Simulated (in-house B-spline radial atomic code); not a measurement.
A fraction x of an electron is removed from 5p in La IV (La3+), starting from [Kr] 4d10 5s2 5p6 and keeping the highest spin. All numbers are computed (scalar-relativistic (X2C) B97-1, spin-polarised, spherical fractional occupations; Fermi nucleus of rms radius 4.855 fm) with a radial B-spline atomic code at the basis-set limit, not measured.

Caution: exact exchange at fractional occupations of open shells leaves self-interaction of up to several eV.

```json
{"x": "0", "E(x) - E(0) (eV)": "0.0000", "5p down level (eV)": "-46.152"}
{"x": "0.12", "E(x) - E(0) (eV)": "5.6151", "5p down level (eV)": "-47.434"}
{"x": "0.2", "E(x) - E(0) (eV)": "9.4441", "5p down level (eV)": "-48.292"}
{"x": "0.33", "E(x) - E(0) (eV)": "15.8130", "5p down level (eV)": "-49.691"}
{"x": "0.46", "E(x) - E(0) (eV)": "22.3642", "5p down level (eV)": "-51.096"}
{"x": "0.5", "E(x) - E(0) (eV)": "24.4167", "5p down level (eV)": "-51.530"}
{"x": "0.53", "E(x) - E(0) (eV)": "25.9675", "5p down level (eV)": "-51.855"}
{"x": "0.64", "E(x) - E(0) (eV)": "31.7373", "5p down level (eV)": "-53.051"}
{"x": "0.81", "E(x) - E(0) (eV)": "40.9135", "5p down level (eV)": "-54.906"}
{"x": "0.98", "E(x) - E(0) (eV)": "50.4059", "5p down level (eV)": "-56.771"}
{"x": "1", "E(x) - E(0) (eV)": "51.5435", "5p down level (eV)": "-56.991"}
```

The exact functional would give a straight line between the two integer points. Deviations E(x) - E(0) - x[E(1) - E(0)], in eV: -0.57 at x = 0.12, -0.865 at x = 0.2, -1.196 at x = 0.33, -1.346 at x = 0.46, -1.355 at x = 0.5, -1.351 at x = 0.53, -1.251 at x = 0.64, -0.837 at x = 0.81, -0.107 at x = 0.98.

The curve lies below the straight line by up to 1.355 eV (at x = 0.5): convex, the delocalisation error, to which spherically averaged exact exchange adds.

(1) How well does Slater's transition state (minus the level at half occupation) give the ionisation energy?

Results:

(1) It gives 51.530 eV against 51.544 eV from the two total energies; NIST lists 49.95 eV, ground level to ground level. The end point has an open shell averaged over its orbitals, so its exact exchange keeps a self-interaction and this is no true integer point.
